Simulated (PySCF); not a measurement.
Sn(H)2(Et)(vinyl) (C4H10Sn), SMILES C=[CH][SnH2][CH2]C.

Geometry optimised at B3LYP-D3(BJ)/def2-SVP. The def2 effective core potentials stand for the cores of Sn; spin–orbit coupling is left out. One conformer was computed; it need not be the lowest.

Calculation: PySCF with IEF-PCM-B3LYP/def2-SVP.

The values are the electrostatic part of the solvation free energy, E(continuum) − E(gas) at the gas-phase geometry, in a cavity of scaled van der Waals radii (PySCF's table); cavitation and dispersion terms are not included. A continuum can't describe solvent molecules that bind to the metal. In vacuum the orbital gap is 6.86 eV. The dipole moment in vacuum is 0.83 D.

```csv
solvent,ε,ΔG(elec) (kcal/mol),dipole (D),gap (eV)
water,78.36,-1.3,1.11,6.81
chlorobenzene,5.70,-1.0,1.03,6.82
chloroform,4.71,-0.9,1.02,6.83
```
